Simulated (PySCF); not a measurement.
Species: C7H7N.
SMILES with atom numbers: `[CH2:1]=[CH:2]/[CH:3]=[CH:4]/[C:5](=[CH2:6])[C:7]#[N:8]` (hydrogens: H9, H10 on C1; H11 on C2; H12 on C3; H13 on C4; H14, H15 on C6)

A GFN2-xTB structure with every atom displaced at random (by about 0.01 Å) was refined with PySCF 2.14.0, PBE0-D3(BJ)/def2-SVP geometry optimisation, gas phase. Values at the start:

```
coordinate    start
     C1=C2  1.342 Å
     C1–H9  1.086 Å
    C1–H10  1.051 Å
     C2–C3  1.455 Å
    C2–H11  1.090 Å
     C3=C4  1.301 Å
    C3–H12  1.070 Å
     C4–C5  1.483 Å
    C4–H13  1.068 Å
     C5=C6  1.343 Å
     C5–C7  1.413 Å
    C6–H14  1.085 Å
    C6–H15  1.088 Å
     C7≡N8  1.153 Å
  C1–C2–C3   124.5°
  C2–C3–C4   121.9°
  C3–C4–C5   123.2°
  C4–C5–C6   124.1°
  C4–C5–C7   116.7°
  C5–C7–N8   179.4°
  C6–C5–C7   119.2°
```

Problem. How do these coordinates change at the PBE0-D3(BJ)/def2-SVP level?

Solution. 
```
coordinate  PBE0-D3(BJ)/def2-SVP (Å or °)  change
     C3=C4                          1.349  +0.048
    C1–H10                          1.092  +0.041
    C4–H13                          1.095  +0.027
    C3–H12                          1.097  +0.027
     C5–C7                          1.440  +0.027
     C4–C5                          1.458  -0.025
     C1–H9                          1.094  +0.008
     C2–C3                          1.447  -0.008
     C5=C6                          1.350  +0.007
    C2–H11                          1.096  +0.006
    C6–H14                          1.091  +0.006
     C7≡N8                          1.159  +0.006
    C6–H15                          1.092  +0.004
     C1=C2                          1.342   0.000
  C2–C3–C4                          123.9    +2.0
  C3–C4–C5                          125.0    +1.8
  C4–C5–C7                          117.5    +0.8
  C1–C2–C3                          123.9    -0.6
  C4–C5–C6                          123.6    -0.5
  C5–C7–N8                          178.9    -0.5
  C6–C5–C7                          118.9    -0.3
```

The energy falls by 19.0 kJ/mol over 6 energy and gradient evaluations, the largest force component goes from 0.0710 to 3.2e-04 Eh/bohr, and the atoms move by 0.031 Å rms after alignment. The bond that changes most is C3=C4 (both ends alkene CH carbon), which lengthens by 0.048 Å. Bonds longer at the end by more than 0.005 Å: 10 of 14; shorter: 2. Rotational constants go from 4144, 1104, 871.6 to 4046, 1088, 857.3 MHz.

The run used 147 basis functions and 43 SCF cycles in all. On one thread of an AMD EPYC, shared host, this took 1.9 min and 0.57 GiB of memory at its peak.

No frequency check. One conformer, not necessarily the lowest.

Shape of the structure used: `[CH2:1]=[CH:2]/[CH:3]=[CH:4]/[C:5](=[CH2:6])[C:7]#[N:8]`: C1–C2–C3–C4 180°, C3–C4–C5–C6 180°.
